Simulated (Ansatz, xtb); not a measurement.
**Two structures of C4H4ClFSi**

Structure I: a triplet given by its coordinates. Structure II: `F[Si]1(Cl)C=CC=C1`, a singlet. Both are isolated molecules in the gas phase, relaxed with B3LYP/def2-SVP.

I (Å):

```
atom    x (Å)    y (Å)    z (Å)
   C  -1.5390  -0.7033   0.4671
   C  -0.3685   0.1405   0.2588
   C   0.8271  -0.5196   0.0722
   C   0.7658  -1.9758   0.1074
  Cl  -1.3635  -3.6137   2.0731
   F  -1.6603  -3.3349  -0.8151
  Si  -0.9910  -2.4623   0.3862
   H  -2.5225  -0.2647   0.6488
   H  -0.4341   1.2320   0.2538
   H   1.7659   0.0174  -0.0895
   H   1.6692  -2.5790  -0.0053
```

Close contacts (Å): C1–C2 1.46, C1–Si7 1.84, C2–C3 1.38, C3–C4 1.46, C4–Si7 1.84, Cl5–Si7 2.08, F6–Si7 1.63, C1–H8 1.09, C2–H9 1.09, C3–H10 1.09, C4–H11 1.09.

II (Å):

```json
{"atom": "C", "x (Å)": "-1.5619", "y (Å)": "-0.6593", "z (Å)": "0.4569"}
{"atom": "C", "x (Å)": "-0.4576", "y (Å)": "0.0965", "z (Å)": "0.2848"}
{"atom": "C", "x (Å)": "0.8417", "y (Å)": "-0.6209", "z (Å)": "0.0820"}
{"atom": "C", "x (Å)": "0.8115", "y (Å)": "-1.9697", "z (Å)": "0.0865"}
{"atom": "Cl", "x (Å)": "-1.3090", "y (Å)": "-3.5224", "z (Å)": "2.0990"}
{"atom": "F", "x (Å)": "-1.6374", "y (Å)": "-3.2886", "z (Å)": "-0.8322"}
{"atom": "Si", "x (Å)": "-0.9737", "y (Å)": "-2.4281", "z (Å)": "0.3761"}
{"atom": "H", "x (Å)": "-2.5557", "y (Å)": "-0.2392", "z (Å)": "0.6187"}
{"atom": "H", "x (Å)": "-0.4655", "y (Å)": "1.1921", "z (Å)": "0.2889"}
{"atom": "H", "x (Å)": "1.7568", "y (Å)": "-0.0349", "z (Å)": "-0.0578"}
{"atom": "H", "x (Å)": "1.7000", "y (Å)": "-2.5889", "z (Å)": "-0.0454"}
```

Task: Estimate which is lower in electronic energy at CCSD(T)/def2-SVP + ΔMP2/def2-TZVPP, and by roughly how much.

Result: The CCSD(T)/def2-SVP + ΔMP2/def2-TZVPP calculation puts structure II lower, by 2.038 eV.

The same difference at several levels:

```
                             level        geometry  E(II) − E(I) (eV)  departure from the last row (eV)  job, with rough time for the two
                    B3LYP/def2-SVP  B3LYP/def2-SVP              −1.817                            +0.221                optimisation, 92 s
                       HF/def2-SVP  B3LYP/def2-SVP              −1.177                            +0.861           part of the CCSD(T) run
                      MP2/def2-SVP  B3LYP/def2-SVP              −2.266                            −0.228           part of the CCSD(T) run
                  CCSD(T)/def2-SVP  B3LYP/def2-SVP              −2.020                            +0.018                      single point
CCSD(T)/def2-SVP + ΔMP2/def2-TZVPP  B3LYP/def2-SVP              −2.038                                               single point, 3.1 min
```

The levels shown agree on the order. The largest departure from CCSD(T)/def2-SVP + ΔMP2/def2-TZVPP is that of HF/def2-SVP, 0.861 eV. Levels run at GFN2-xTB geometries aren't shown. The last row adds to CCSD(T) the change of the MP2 difference between the two basis sets, here −0.018 eV.

With thermal terms from frequencies at re-optimised GFN2-xTB minima (ideal gas, soft modes damped towards free rotors, one conformer each, 298.15 K, 1 atm): on the last row, ΔE + ΔZPE = −1.954, ΔH = −1.968, ΔG = −1.943 eV.

Open shells are spin-unrestricted. The correlated steps freeze 15 core orbitals. ΔG holds the spin degeneracy. Codes used: Ansatz 0.2.0, xtb 6.7.1; the last row on 2 threads of Intel(R) Xeon(R) Processor @ 2.70GHz on a shared host.
